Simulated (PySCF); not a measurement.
**W³⁺ (tungsten, charge +3): UHF calculation**

Configuration: [Xe] 4f14 5d3, high-spin 4F determinant. Calculation: PySCF 2.14, in x2c-TZVPPall with one added diffuse shell each of s, p, d, f type (12s8p8d4f1g, 113 functions); the spin-free X2C one-electron Hamiltonian (Gaussian nucleus).

- Total energy: -16136.535794 hartree
- One-electron energy: -22072.6947 hartree
- Hartree (Coulomb) energy: 6259.0728 hartree
- Exchange energy: -322.9139 hartree
- ⟨S²⟩: 3.7551
- ⟨L²⟩: 12.039
- Sum of ⟨r⟩: 36.12 bohr
- Sum of ⟨r²⟩: 35.68 bohr²
- Langevin diamagnetic susceptibility: -28.3 ×10⁻⁶ cm³/mol

```csv
shell,electrons,mean orbital energy (hartree),spread (hartree),"rms radius, mean of both spins (bohr)"
1s β,1,-2569.57316,0,0.0208
1s α,1,-2569.57220,0,0.0208
2s α,1,-449.56380,0,0.0838
2s β,1,-449.55289,0,0.0838
2p α,3,-394.40075,0,0.0763
2p β,3,-394.38933,0,0.0763
3s α,1,-106.66062,0,0.214
3s β,1,-106.65884,0,0.214
3p α,3,-89.96733,0,0.216
3p β,3,-89.96489,0,0.216
3d α,5,-70.09291,0.01020,0.197
3d β,5,-70.08383,0.00295,0.197
4s α,1,-24.05565,0,0.478
4s β,1,-24.04398,0,0.478
4p α,3,-18.45996,0,0.509
4p β,3,-18.44762,0,0.509
4d α,5,-11.11099,0.02286,0.551
4d β,5,-11.09087,0.00854,0.551
5s α,1,-4.56306,0,1.15
5s β,1,-4.43787,0,1.15
5p α,3,-3.08756,0,1.29
4f α,7,-2.92108,0.00650,0.694
4f β,7,-2.90724,0.01551,0.694
5p β,3,-2.89012,0,1.29
5d α,3,-1.39359,0,1.87
```

Spin-orbit coupling, absent here, splits the open shell strongly.

Densities and radii are taken from the X2C orbitals without a picture-change correction, which distorts them close to the nucleus.

Spin-orbit constants ζ (cm⁻¹) from the X2C one-electron operator on these orbitals: bare nucleus, nucleus screened by l(l+1)(2l+1)/3 electrons, and screened by the Breit-Pauli mean field of the electrons.

```json
{"shell": "2p", "bare": "6830000", "screened nucleus": "6645000", "mean field": "n/a"}
{"shell": "3p", "bare": "1492000", "screened nucleus": "1452000", "mean field": "n/a"}
{"shell": "3d", "bare": "233100", "screened nucleus": "201600", "mean field": "n/a"}
{"shell": "4p", "bare": "341200", "screened nucleus": "331900", "mean field": "n/a"}
{"shell": "4d", "bare": "46130", "screened nucleus": "39890", "mean field": "n/a"}
{"shell": "4f", "bare": "8073", "screened nucleus": "5018", "mean field": "n/a"}
{"shell": "5p", "bare": "46860", "screened nucleus": "45590", "mean field": "n/a"}
{"shell": "5d", "bare": "3513", "screened nucleus": "3038", "mean field": "n/a"}
```

To first order the Landé constant is A = 1013 cm⁻¹, so the lowest level has J = 3/2 and lies 0.753 eV below the centre of the term. This holds in LS coupling only.
